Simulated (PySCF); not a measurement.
# Reading the logs of faulty runs: CF2H3Si anion

Calculated results; nothing here was measured. The program is PySCF 2.14.0, an open-source quantum chemistry code, run on an isolated molecule that a program drew, which may never have been made. The molecule is CF2H3Si anion (charge -1, singlet), drawn as the SMILES string `C[Si-](F)F`.

Each row is a Hartree-Fock (HF) and frozen-core CCSD(T) single point in the aug-cc-pV(D+d)Z basis, meant for a local HF minimum. Run 1 is clean. Each other run has one planted mistake out of seven kinds, and not every kind appears here: one electron removed, one electron added, multiplicity raised by two, geometry at a saddle point, minimal basis STO-3G, one bond length entered in bohr, all coordinates scaled. The reference is restricted for singlets and unrestricted otherwise, and also for a bond in bohr. Adding or removing an electron swaps singlet and doublet. Electrons count all cores. HOMO and LUMO are orbital energies over both spins, the gradient is its largest component, and the lowest frequency (negative if imaginary) is given only where the gradient is small. Bond lengths are over the 6 bonds as drawn. T1 is the CCSD diagnostic: over 0.02 (restricted) or 0.045 (unrestricted) a single reference is doubtful.

Geometry of the clean run:
```xyz
7
CF2H3Si anion, angstrom
C     1.7999    0.3851   -0.8830
Si    1.7504   -0.1789   -2.7397
F     0.6401   -1.4323   -2.5397
F     0.6422    0.9753   -3.2719
H     0.7879    0.5131   -0.4782
H     2.3359    1.3371   -0.7833
H     2.3271   -0.3561   -0.2697
```

| run | electrons | basis functions | <S^2> | HOMO (eV) | LUMO (eV) | gradient (hartree/bohr) | lowest frequency (cm^-1) | mean bond (Å) | longest bond (Å) | T1 | HF (hartree) | CCSD(T) (hartree) | mistake |
|---|---|---|---|---|---|---|---|---|---|---|---|---|---|
| 1 | 42 | 128 | 0.000 | -2.37 | 3.98 | 1.3e-05 | 167 | 1.4342 | 1.941 | 0.0155 | -527.58143 | -528.30589 | no fault |
| 2 | 42 | 128 | 0.671 | -2.55 | 3.91 | 1.8e-02 | - | 1.5969 | 2.073 | 0.0542 | -527.46043 | -528.18481 | one bond length entered in bohr |
| 3 | 42 | 128 | 2.010 | 0.83 | 2.84 | 8.6e-02 | - | 1.4342 | 1.941 | 0.0270 | -527.50430 | -528.20374 | multiplicity raised by two |
| 4 | 41 | 128 | 0.760 | -11.23 | -0.44 | 1.0e-01 | - | 1.4342 | 1.941 | 0.0171 | -527.53656 | -528.22900 | ? |

**Which mistake was planted in run 4, and what did it cost?**

It counts 41 electrons, one fewer than the clean run, at the same geometry and basis. So the mistake is: one electron removed. Subtracting run 1 and multiplying by 627.51 kcal/mol a hartree, the energy moved by 28.2 kcal/mol in HF and 48.2 kcal/mol in CCSD(T).

Cautions from the logs. Run 2: T1 is over the limit, so its CCSD(T) energy is less reliable; run 3: the HOMO is above zero, so the electron isn't bound and the energy depends on the basis.
